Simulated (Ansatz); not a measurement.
Worked example: the enthalpy of formation of HBr (hydrogen bromide)

HBr has 2 atoms, charge 0, and is taken as a singlet. As SMILES, `Br`. Geometry: optimised at PBE0/def2-SVP.

```xyz
2

Br   -0.6038    0.2182   -0.3053
H     0.6038   -0.2182    0.3053
```

Total energies at r2SCAN/def2-TZVPP (Ansatz 0.2.0); the atoms run unrestricted:

```
species    state   energy (Eh)
    HBr  singlet  -2574.741411
     Br  doublet  -2574.092585
      H  doublet     -0.499927
```

Harmonic wavenumbers at PBE0-D4/def2-TZVP, in cm⁻¹: 2668.

Measured heats of formation of the gaseous atoms at 298.15 K, in kJ/mol: Br 111.9, H 218.0. Spin-orbit lowering of the atoms at 298 K (mean of the ground term's levels less their thermal mean, from spectra), in kJ/mol: Br 14.69. Take 1 Eh = 2625.50 kJ/mol, 1 cm⁻¹ = 0.0119627 kJ/mol, RT = 2.479 kJ/mol.

Q: What heat of formation follows?

A: 
1. Electronic atomisation energy: (-2574.092585) + (-0.499927) − (-2574.741411) = 0.148899 Eh = 390.9 kJ/mol.
2. Zero-point energy: half the sum of the wavenumbers, 1334 cm⁻¹ = 16.0 kJ/mol.
3. Thermal vibrational enthalpy, Σ hcν̃/(exp(hcν̃/kT) − 1): 0.0 kJ/mol. Translation, rotation and pV of a linear molecule: 3.5 RT = 8.7 kJ/mol.
4. The 2 free atoms carry 5/2 RT each: 12.4 kJ/mol.
5. Spin-orbit coupling lowers the free atoms by 14.69 = 14.7 kJ/mol.
6. Atomisation enthalpy at 298 K: 390.9 − 14.7 − 16.0 − 0.0 − 8.7 + 12.4 = 363.9 kJ/mol.
7. Sum of the atoms' heats of formation: 329.9 kJ/mol. Heat of formation: 329.9 − 363.9 = -34.0 kJ/mol.

The tabulated value is -35.9 kJ/mol (Active Thermochemical Tables), so this level is off by +1.9 kJ/mol, or 0.5 % of the atomisation enthalpy that the table implies (365.7 kJ/mol). Relativity is left out. Anharmonicity and any spin-orbit splitting of the molecule are left out.
